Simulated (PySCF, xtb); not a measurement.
F2HIOSi, SMILES O[Si](F)(F)I. The values are those of a single conformer.

Harmonic wavenumbers (cm⁻¹) from xtb with GFN2-xTB at its own minimum, in rising order: 136, 149, 200, 216, 256, 272, 463, 752, 853, 911, 1027, 3646.

Question: What does PySCF with PBE0-D3(BJ)/def2-SVP give at its own minimum? (An estimate is asked for; the answer gives what the named calculation found.)

Answer: 117, 178, 194, 240, 324, 334, 447, 758, 869, 971, 1010, 3913. Paired by order, the mean absolute difference is 49 cm⁻¹ and the zero-point energies are 12.7 and 13.4 kcal/mol.
